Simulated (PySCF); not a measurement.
# Tm (thulium, neutral) across methods

[Xe] 4f14 6s1, 2S determinant (an excited configuration). All numbers are calculated (PySCF 2.14, the spin-free X2C one-electron Hamiltonian (Gaussian nucleus), in cc-pVDZ-X2C (8s7p5d3f1g, 84 functions)).

```
method   E (hartree)  mean ε 6s α (eV)  mean ε 4f α (eV)  mean ε 4f β (eV)  Σ⟨r²⟩ (bohr²)   ⟨S²⟩
r2SCAN     -13567.01            -3.176             3.580             3.593          66.64  0.751
   PBE     -13566.91            -3.157             3.291             3.296          66.06  0.752
   LDA     -13557.76            -3.285             3.064             3.071          65.29  0.752
   UHF  -13561.80083            -4.268            -4.386            -4.432          70.02  0.750
  PBE0     -13566.63            -3.508             1.451             1.419          66.32  0.751
```

Spin-orbit coupling, which splits the p, d and f shells strongly at this Z, is absent.

The highest occupied level is positive at r2SCAN, PBE, LDA, PBE0: only the finite basis holds that electron, which in a density functional comes from self-interaction.
